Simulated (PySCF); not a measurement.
**Exercise with solution: oscillator strength and radiative lifetime**

Al(Me)3 (C3H9Al), SMILES [CH3][Al]([CH3])[CH3].

The structure is a stationary point at ωB97X-D3(BJ)/def2-SVP. The isomer is the one that the SMILES or the coordinates give; other isomers of the formula were not compared.

PySCF 2.14.0 with TDDFT-M06-2X/def2-SVPD puts the first singlet state with f over 0.02 at 6.43 eV (vertical), with the transition dipole (0.396, -0.454, 0.526) in atomic units.

Q: Find the oscillator strength, the wavelength and the radiative lifetime that this transition would have in vacuum if emission retraced absorption.

A: 
|μ|² = 0.6396 au, so |μ| = 2.03 D. ΔE = 6.43/27.211 = 0.2363 hartree. f = (2/3) ΔE |μ|² = 0.101 (the program prints 0.101).
λ = 1239.84/6.43 = 193 nm; ν = 51861 cm⁻¹.
Einstein's coefficient A = 0.6670 ν² f s⁻¹ (ν in cm⁻¹) = 1.8e8 s⁻¹, so τ = 1/A = 5.5 ns. This state is S3; the lower singlets have f = 0.000, 0.000. The figure is the radiative limit of this one transition; relaxation, internal conversion, crossing to triplets and a medium change what is measured.
